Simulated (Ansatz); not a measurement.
Species: C3H9FSi, net charge 0, singlet state. 
Geometry from a B3LYP-D3(BJ)/def2-TZVP (Ansatz, a quantum-chemistry and plane-wave program) optimisation:
```
C
F 1 1.4314
C 1 1.5185 2 106.80
H 3 1.0904 1 111.15 2 -58.87
H 3 1.0918 4 108.40 1 121.55
H 3 1.0928 4 108.43 5 117.38
C 1 1.5185 2 106.80 3 120.26
H 7 1.0904 1 111.15 2 58.87
H 7 1.0918 8 108.40 1 -121.55
H 7 1.0928 8 108.43 9 -117.38
Si 1 1.9120 2 104.97 3 -119.87
H 11 1.4800 1 109.48 2 60.43
H 11 1.4800 12 110.16 1 120.45
H 11 1.4838 12 109.27 13 120.05
```

Total electronic energies in hartree. Valence correlation only, unless marked. Spin-orbit coupling is left out. Non-relativistic. CBS marks a two-point X^-3 extrapolation of the correlation energy; Hartree-Fock from the larger set.

| level | program | energy (Eh) |
|---|---|---|
| BLYP-D3(BJ)/def2-TZVPD | Ansatz + dftd3 | -509.09445 |
| BLYP/def2-TZVPD | Ansatz | -509.07138 |
| revPBE/def2-TZVPD | Ansatz | -509.02397 |
| wB97X/def2-TZVPD | Ansatz | -509.10699 |
| SCS-MP2/6-31G* | Ansatz | -507.82584 |
| SCS-MP2/aug-cc-pV(D+d)Z | Ansatz | -508.00195 |
| CCSD/cc-pVTZ | Ansatz | -508.26144 |
| CCSD(T)/aug-cc-pV(D+d)Z | Ansatz | -508.09275 |
| CCSD(T)/CBS(cc-pV(T+d)Z,cc-pV(Q+d)Z) | Ansatz | -508.4227 |

Totals of different functionals don't rank their quality; only differences between species are comparable.
